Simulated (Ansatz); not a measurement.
Isolated molecules relaxed with PBE0-D4/def2-TZVP in Ansatz; ΔE leaves out vibrations. CBS: MP2 limit from def2 TZ/QZ plus the TZ coupled-cluster correction, frozen cores. Functionals use def2-TZVPP. B3LYP here is the variant with VWN-RPA as its local correlation; programs differ in this. One conformer a species, not always the lowest.

Reaction (redistribution): `C[SiH](O)CS` + `C=C[SiH](C)S` → `C=C[SiH](C)O` + `C[SiH](S)CS`

`C[SiH](O)CS`:

Cartesian coordinates in Å:
```
C 1.254 0.814 -0.797
Si -0.461 0.088 -0.727
O -1.600 1.201 -0.308
C -0.525 -1.314 0.527
S -0.450 -0.664 2.223
H 1.283 1.637 -1.515
H 1.982 0.063 -1.115
H 1.573 1.211 0.171
H -0.843 -0.417 -2.072
H -1.688 1.328 0.642
H 0.233 -2.086 0.380
H -1.502 -1.803 0.464
H 0.745 -0.058 2.127
```

`C=C[SiH](C)S`:

Cartesian coordinates in Å:
```
C -1.755 0.247 -1.453
C -0.535 0.532 -1.004
Si 0.297 -0.468 0.320
C 0.821 0.563 1.782
S 2.110 -1.344 -0.426
H -2.241 0.831 -2.230
H -2.325 -0.590 -1.058
H -0.005 1.377 -1.441
H -0.664 -1.530 0.728
H 1.505 1.356 1.472
H -0.052 1.026 2.248
H 1.326 -0.051 2.531
H 1.517 -1.950 -1.468
```

`C=C[SiH](C)O`:

```xyz
13

C     0.064   -2.050   -0.945
C    -0.652   -1.059   -0.420
Si   -0.057    0.704   -0.355
C    -0.299    1.381    1.366
O     1.518    0.795   -0.845
H    -0.289   -3.078   -0.969
H     1.041   -1.870   -1.387
H    -1.629   -1.303   -0.002
H    -0.803    1.537   -1.333
H    -1.357    1.349    1.644
H     0.034    2.420    1.427
H     0.255    0.797    2.107
H     2.175    0.377   -0.287
```

`C[SiH](S)CS`:

```xyz
13

C    -0.953   -0.379   -1.368
Si   -0.248   -0.543    0.349
S    -1.930   -0.369    1.675
C     1.018    0.794    0.717
S     2.438    0.688   -0.409
H    -0.176   -0.519   -2.122
H    -1.722   -1.136   -1.535
H    -1.407    0.605   -1.514
H     0.415   -1.859    0.540
H    -1.228   -0.644    2.787
H     0.588    1.797    0.712
H     1.435    0.631    1.715
H     1.771    0.935   -1.547
```

```
             level  ΔE (kJ/mol)  difference from CCSD(T)/CBS
            PBE-D4          7.6                          1.1
         r2SCAN-D4          7.1                          0.6
           PBE0-D4          7.5                          1.0
           ωB97M-V          7.0                          0.5
            B2PLYP          6.3                         -0.2
               PBE          7.2                          0.7
            r2SCAN          7.0                          0.5
              PBE0          7.1                          0.6
             B3LYP          6.1                         -0.4
     HF/def2-TZVPP          5.0                         -1.5
    MP2/def2-TZVPP          6.6                          0.1
   CCSD/def2-TZVPP          5.7                         -0.8
     HF/def2-QZVPP          5.0                         -1.5
SCS-MP2/def2-QZVPP          6.2                         -0.3
      HF/CBS(def2)          5.0                         -1.5
    CCSD/CBS(def2)          6.1                         -0.4
       CCSD(T)/CBS          6.5                            0
```

Largest T1 diagnostic among the species: 0.011.
